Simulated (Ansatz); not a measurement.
A nudged elastic band was laid between two geometries of BH$_{5}$OSi$_{2}$ (9 atoms, charge 0, multiplicity 1).

Method: Ansatz 0.2.0, RKS B3LYP-D4/def2-SVP.

```yaml
movable_images: 5
climbing_image: yes
spring: 5.0 eV/Å²
optimiser: quadratic models (default)
start_path: through a guess of the saddle point
force_threshold: 0.05 eV/Å
iteration_limit: 60
end_points: relaxed
```

First end point:

```xyz
9
Properties=species:S:1:pos:R:3
O -0.276 1.919 -1.744
B -0.464 1.140 -0.653
Si 0.688 -0.450 -0.333
Si 0.277 -1.637 1.416
H -0.893 2.663 -1.799
H -1.336 1.390 0.153
H 1.795 -0.893 -1.223
H 1.018 -2.860 1.820
H -0.809 -1.272 2.363
```

Last end point:

```xyz
9
Properties=species:S:1:pos:R:3
O -0.087 2.224 -0.814
B -0.297 0.882 -0.870
Si 1.384 -0.285 -0.829
Si 0.568 -1.140 1.092
H -0.902 2.743 -0.850
H -1.432 0.458 -0.985
H 0.263 -1.771 -0.347
H 1.257 -2.225 1.851
H -0.753 -0.885 1.751
```

**Question.** Which bonds break or form, and what moves?

**Answer.** Bonds broken: Si3–H7. Bonds formed: Si4–H7.

**Question.** Give the energies along the band, and the barrier.

**Answer.** The run converged. The highest image is number 3 of 0 to 6, 91.6 kJ/mol above the first end and 42.2 kJ/mol above the last; the last end lies 49.3 kJ/mol above the first. A vibrational analysis at the climbing image gives 2 clearly imaginary modes (653i, 103i cm⁻¹): a point of higher order, so a lower path passes nearby. The orbitals stay closed-shell, which can raise the energy where a bond breaks towards radicals; this wasn't checked here.

| image | path coordinate (Å) | energy (kJ/mol) | Si3–H7 (Å) | Si4–H7 (Å) |
| --- | --- | --- | --- | --- |
| 0 | 0.00 | 0.0 | 1.49 | 3.13 |
| 1 | 0.64 | 11.9 | 1.49 | 3.00 |
| 2 | 1.29 | 58.5 | 1.50 | 2.59 |
| 3 | 1.93 | 91.6 | 1.58 | 2.09 |
| 4 | 2.66 | 64.3 | 1.79 | 1.65 |
| 5 | 3.38 | 53.5 | 1.87 | 1.61 |
| 6 | 4.10 | 49.3 | 1.92 | 1.60 |

**Question.** What is the geometry of the highest image?

**Answer.** 
```xyz
9
Properties=species:S:1:pos:R:3
O -0.218 2.090 -1.489
B -0.344 1.035 -0.649
Si 1.398 -0.059 -0.367
Si 0.469 -1.281 1.255
H -1.033 2.602 -1.582
H -1.424 0.862 -0.111
H 0.915 -1.506 -0.772
H 0.994 -2.640 1.602
H -0.758 -1.103 2.113
```

The band took 11 iterations and roughly 70 core-seconds.

Run time: 39 s on 2 threads of AMD EPYC 9R45 96-Core Processor (Zen 5), with other jobs on the host, peak memory 0.19 GiB.
